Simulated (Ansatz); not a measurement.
`B/C=C/C` → `BC(=C)C`  (isomerisation)

Gas-phase electronic energies from Ansatz, PBE0-D4/def2-TZVP geometries. CCSD(T)/CBS adds triple-zeta CCSD(T) − MP2 to the extrapolated MP2 energy (def2 sets, frozen cores). DFT in def2-TZVPP. B3LYP here is the variant with VWN-RPA as its local correlation; programs differ in this.

`B/C=C/C`:

Z-matrix (Å, degrees):
```
C
C 1 1.483
H 1 1.091 2 112.0
H 1 1.095 2 110.4 3 121.5
H 1 1.095 2 110.5 3 -121.5
C 2 1.345 1 126.3 3 -0.1
H 2 1.090 1 116.0 3 179.9
B 6 1.525 2 120.7 1 -180.0
H 6 1.090 2 117.3 1 0.0
H 8 1.200 6 118.9 2 -0.1
H 8 1.198 6 122.1 2 179.9
```

`BC(=C)C`:

Z-matrix (Å, degrees):
```
C
C 1 1.501
H 1 1.094 2 110.7
H 1 1.094 2 110.8 3 -117.6
H 1 1.093 2 112.3 3 121.1
C 2 1.342 1 121.2 3 -120.4
B 2 1.541 1 121.4 3 59.8
H 6 1.089 2 122.5 1 -0.1
H 6 1.085 2 120.8 1 179.9
H 7 1.199 2 121.4 1 0.4
H 7 1.197 2 119.3 1 -179.7
```

```csv
level,ΔE (kJ/mol)
LDA (SPW92),16.5
PBE-D4,15.2
revPBE-D4,13.6
B3LYP-D4,14.2
r2SCANh-D4,15.7
ωB97M-V,13.1
MP2/def2-SVP,12.3
MP2/CBS(def2),11.5
```

Q: What does CCSD(T)/CBS give? (Estimate.)

A: Computed: +11.1 kJ/mol. The listed levels differ from it by 5.4, 4.1, 2.5, 3.1, 4.6, 2.0, 1.2, 0.4 kJ/mol.

Largest T1 diagnostic among the species: 0.011.

Leaving LDA and LC-ωPBE aside and taking each functional with its dispersion term where it has one, the values, not all of them listed here, spread over 3.6 kJ/mol, from ωB97X-V to B97M-V. In def2-TZVPP, CCSD(T) changes the Hartree–Fock value by −4.5 kJ/mol (the triples alone add −0.5 kJ/mol) and MP2 by −4.0 kJ/mol.
